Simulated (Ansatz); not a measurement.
CH8B2InN, SMILES `CB[BH][InH][NH2]`. The species carries charge 0 and has multiplicity 1. In takes the def2 core potential. The structure was optimised at the PBE0-D4/def2-TZVP level. It is one conformer, not always the lowest.

```xyz
13

C    -1.882   -0.132    1.125
B    -0.429    0.340    1.481
B     0.599    1.246    0.655
In    1.809   -0.094   -0.719
N     0.902   -0.668   -2.429
H    -2.283    0.238    0.180
H    -2.547    0.203    1.931
H    -1.953   -1.225    1.133
H     0.067   -0.130    2.483
H     0.905    2.400    0.655
H     3.379   -0.784   -0.556
H     0.033   -0.281   -2.757
H     1.400   -1.113   -3.183
```

What is the dipole moment at r2SCAN/def2-TZVPP? (Estimate.)

Computed: 1.05 D, with components (-0.70, 0.54, -0.55) D in this frame, pointing from negative to positive charge.

And with PBE, B3LYP, ωB97M-V? (Estimate.)

Computed: PBE 1.07 D, B3LYP 1.03 D, ωB97M-V 1.01 D.

Give the Mulliken charges with r2SCAN, ωB97M-V, B3LYP in def2-TZVPP. (Best estimate.)

Computed: 
```tsv
atom	r2SCAN	ωB97M-V	B3LYP
C1	-0.22	-0.34	-0.30
B2	-0.06	-0.10	-0.09
B3	-0.07	-0.17	-0.09
In4	0.51	0.43	0.50
N5	-0.57	-0.50	-0.52
H6	0.05	0.10	0.09
H7	0.07	0.11	0.10
H8	0.07	0.12	0.10
H9	0.00	0.08	0.02
H10	0.04	0.13	0.07
H11	-0.14	-0.10	-0.15
H12	0.16	0.11	0.13
H13	0.16	0.12	0.14
```

B3LYP here is the variant with VWN-RPA as its local correlation; programs differ in this.
